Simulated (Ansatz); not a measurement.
Computed with Ansatz.

A structure relaxed at PBE0-D4/def2-TZVP, charge 0, multiplicity 1:

```xyz
18

C     0.7288    2.8251   -1.2967
O    -0.4133    2.0096   -1.1538
C    -0.2850    0.8397   -0.5101
C     0.9115    0.3700    0.0328
C     0.9311   -0.8510    0.6764
C    -0.2244   -1.6217    0.7926
C    -0.0970   -2.9031    1.4943
O     0.8942   -3.3469    1.9719
Cl   -1.6145   -3.8526    1.6153
C    -1.4159   -1.1414    0.2454
C    -1.4472    0.0733   -0.3978
H     0.4014    3.7089   -1.8403
H     1.5112    2.3173   -1.8692
H     1.1271    3.1263   -0.3228
H     1.8227    0.9472   -0.0428
H     1.8524   -1.2284    1.1026
H    -2.3192   -1.7304    0.3291
H    -2.3639    0.4580   -0.8269
```

Problem. Give its formula and SMILES.

Solution. C8H7ClO2, `COc1ccc(C(=O)Cl)cc1`.

Problem. Point group (tolerance 0.08 Å, 0.16 Å for H)?

Solution. Cs.

Problem. Summarise the bond lengths by kind.

Solution. 3 × C–O 1.186 to 1.411 Å; 7 × C–H 1.081 to 1.094 Å; 7 × C–C 1.375 to 1.466 Å; 1 × C–Cl 1.794 Å.
